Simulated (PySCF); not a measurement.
Species: AlAsFH₃.
Cartesian coordinates in Å at the PBE0-D3(BJ)/def2-SVP level; atoms count from 1:
```xyz
6
AlAsFH3 angstrom
F      1.7876    1.4095    0.0486
Al     0.9852   -0.0510   -0.0530
As    -1.3236   -0.0037   -0.7695
H      1.8373   -1.3477    0.2576
H     -1.6147    1.0875    0.2575
H     -1.6501   -1.1247    0.2149
```

Level of theory: PBE0-D3(BJ)/def2-SVP geometry optimisation, gas phase (PySCF 2.14.0).

Q: Which atoms are bound to Al2, and at what distances?

A: 3 atoms: H4 1.582 Å, F1 1.670 Å, As3 2.418 Å. The nearest atom not counted as bound is H5, at 2.86 Å (others tie with it).

Q: List the angles at Al2.

A: 
| angle | degrees | distance of the outer atoms (Å) |
| --- | --- | --- |
| As3–Al2–H4 | 126.0 | 3.59 |
| F1–Al2–As3 | 117.4 | 3.51 |
| F1–Al2–H4 | 116.5 | 2.77 |

Q: What is the shape at Al2?

A: Planar: angles 126.0°, 117.4° and 116.5°, sum 359.9°, 0.03 Å off the plane of its three neighbours.

Q: What are the other bond lengths?

A: As3–H5, As3–H6 1.527 Å.

Q: What are the rotational constants (commonest isotopes, rigid rotor)?

A: A = 19448, B = 2056, C = 1890 MHz: a near-prolate asymmetric top.

Charge 0, singlet. No PBE0-D3(BJ)/def2-SVP frequencies stand behind this structure, so it isn't proved a minimum.

One conformer stands for the species.
